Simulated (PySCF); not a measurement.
**Cd²⁺: excitation energy**

Cd²⁺ [Kr] 4d10 (1S) → Cd²⁺ [Kr] 4d9 5s1 (3D), as a difference of total energies. All numbers are calculated (PySCF 2.14, a scalar-relativistic core potential, in def2-TZVPPD with the def2 core potential (28 electrons)). Correlated levels: valence: 4s2 4p6 frozen; valence and next inner shell: nothing frozen outside the core potential. The calculations carry no spin-orbit coupling.

```tsv
method	excitation energy (eV)
UHF	9.813
LDA	9.602
PBE	9.582
PBE0	9.852
r2SCAN	9.734
TPSSh	9.742
CAM-B3LYP	9.672
TPSS	9.635
r2SCAN0	9.906
MP2 (valence)	10.631
SCS-MP2 (valence)	10.642
MP2 (valence and next inner shell)	10.267
SCS-MP2 (valence and next inner shell)	10.271
```

Question: How much does correlation contribute at MP2 (valence and next inner shell)?

Answer: 10.267 − (9.813) = 0.454 eV, measured against UHF.
